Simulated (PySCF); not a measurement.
A species of formula CH2F4Si has this rotational fingerprint, computed with PySCF, PBE0-D3(BJ)/def2-SVP geometry optimisation, gas phase:

* Rotational constants: A = 4493, B = 1968, C = 1840 MHz
* Dipole components: |μa| = 0.88 D, |μb| = 1.65 D, |μc| = 0.00 D
* Inertial defect: -94.75 u·Å²
* κ: -0.90

**Question.** Which structure is it? (One computed conformer of each.)
A. `FC[Si](F)(F)F`
B. `F[SiH2]C(F)(F)F`

**Answer.** B. It is F[SiH2]C(F)(F)F, a near-prolate asymmetric top, point group Cs. The candidates at the same level (rigid rotor, commonest isotopes):

```csv
SMILES,A (MHz),B (MHz),C (MHz),μa (D),μb (D),μc (D),Δ (u·Å²),point group,rotor
FC[Si](F)(F)F,3761,2021,1983,0.68,1.94,0.03,-129.60,–,–
F[SiH2]C(F)(F)F,4493,1968,1840,0.88,1.65,0.00,-94.75,Cs,near-prolate asymmetric top
```

`FC[Si](F)(F)F` has A 16 % too low. In the right answer the mirror of this Cs structure is the ab plane, so μc vanishes by symmetry. No structure here is proved a minimum.

Conformer computed: `[F:1][SiH2:2][C:3]([F:4])([F:5])[F:6]`: F1–Si2–C3–F4 -59°.
